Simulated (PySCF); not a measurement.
C3H5ClOSi, SMILES C([SiH2]O)(=C=C)Cl. Atoms are numbered in the order given.

```xyz
11

C      2.4622    -1.1374    -0.0239
C      1.3910    -0.3831    -0.0433
C      0.2832     0.3139    -0.0556
Cl     0.3047     2.0792    -0.2294
Si    -1.4377    -0.4349     0.1059
O     -1.3317    -2.0888     0.2586
H      2.8811    -1.5538    -0.9473
H      2.9823    -1.3677     0.9133
H     -2.0897     0.2161     1.2781
H     -2.2138    -0.1696    -1.1286
H     -0.7782    -2.4329     0.9696
```
Charge 0, spin multiplicity 1.

Geometry optimised at B3LYP-D3(BJ)/def2-SVP. This is a generated structure with no PubChem entry under its InChIKey; it may be hypothetical. The values are those of a single conformer.

Method: PySCF with TDA-PBE/def2-SVPD.

Vertical excitations. The molecule is in vacuum.

```
state  energy (eV)  λ (nm)      f                                                              main pairs
-----  -----------  ------  -----  ----------------------------------------------------------------------
S1            4.38     283  0.000                                                          HOMO→LUMO 99 %
S2            5.16     240  0.005                                      HOMO−1→LUMO 48 %, HOMO−2→LUMO 45 %
S3            5.52     225  0.001                                                        HOMO−3→LUMO 97 %
S4            5.61     221  0.003                                                        HOMO→LUMO+2 92 %
S5            5.66     219  0.001                                                      HOMO−1→LUMO+1 93 %
S6            5.82     213  0.002  HOMO→LUMO+1 34 %, HOMO−2→LUMO 28 %, HOMO−1→LUMO 9 %, HOMO−1→LUMO+2 9 %
S7            5.96     208  0.003                                                      HOMO−2→LUMO+1 96 %
S8            6.24     199  0.012                HOMO−3→LUMO+1 64 %, HOMO−1→LUMO+2 20 %, HOMO−4→LUMO 11 %
S9            6.26     198  0.002                HOMO−1→LUMO+2 47 %, HOMO−3→LUMO+1 32 %, HOMO−4→LUMO 17 %
S10           6.36     195  0.010                                    HOMO−4→LUMO 66 %, HOMO−1→LUMO+2 20 %
T1            3.98     312      0                                                          HOMO→LUMO 97 %
T2            4.09     303      0                    HOMO−1→LUMO 59 %, HOMO→LUMO+1 23 %, HOMO−2→LUMO 12 %
T3            4.24     293      0                                      HOMO→LUMO+1 73 %, HOMO−1→LUMO 22 %
T4            4.93     252      0                                      HOMO−2→LUMO 82 %, HOMO−1→LUMO 16 %
```
Triplets are in the Tamm–Dancoff approximation.
